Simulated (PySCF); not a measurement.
Chain-length series, n-germane methyl/methyl (end groups after the name). Isolated molecules, 0 K electronic values unless said otherwise. One relaxed conformer stands for each flexible species; it need not be the lowest. Strings in code marks are SMILES.

The vertical ionisation energy (Delta-SCF) from two functionals at the same geometries (PBE0-D3(BJ)/def2-SVP), both in PySCF: PBE-D3(BJ)/def2-TZVP and PBE0-D4/def2-TZVP. Delta-SCF ions had no search for a lower state. 

```
species                                                                                      PBE0-D4/def2-TZVP (eV)
-------------------------------------------------------------------------------------------  ----------------------
n = 2 (`[CH3][GeH2][GeH2][CH3]` (C–Ge–Ge–C torsion 179°))                                                      9.47
n = 3 (`[GeH2]([GeH2][CH3])[GeH2][CH3]` (C–Ge–Ge–Ge torsion 180°, Ge–Ge–Ge–C torsion 180°))                    9.04
n = 4 (`[CH3][GeH2][GeH2][GeH2][GeH2][CH3]`)                                                                   8.67
n = 5 (`[CH3][GeH2][GeH2][GeH2][GeH2][GeH2][CH3]`)                                                             8.41
```

### Question
What does PBE-D3(BJ)/def2-TZVP give for each?

### Answer

- n = 2 (`[CH3][GeH2][GeH2][CH3]` (C–Ge–Ge–C torsion 179°)): 9.23
- n = 3 (`[GeH2]([GeH2][CH3])[GeH2][CH3]` (C–Ge–Ge–Ge torsion 180°, Ge–Ge–Ge–C torsion 180°)): 8.77
- n = 4 (`[CH3][GeH2][GeH2][GeH2][GeH2][CH3]`): 8.36
- n = 5 (`[CH3][GeH2][GeH2][GeH2][GeH2][GeH2][CH3]`): 8.07
Over these rows, drawn at random from the members with no instability flagged (it was tested for open shells, ions and some series alone), PBE minus PBE0-D4: mean -0.29 eV, from -0.34 eV to -0.23 eV.
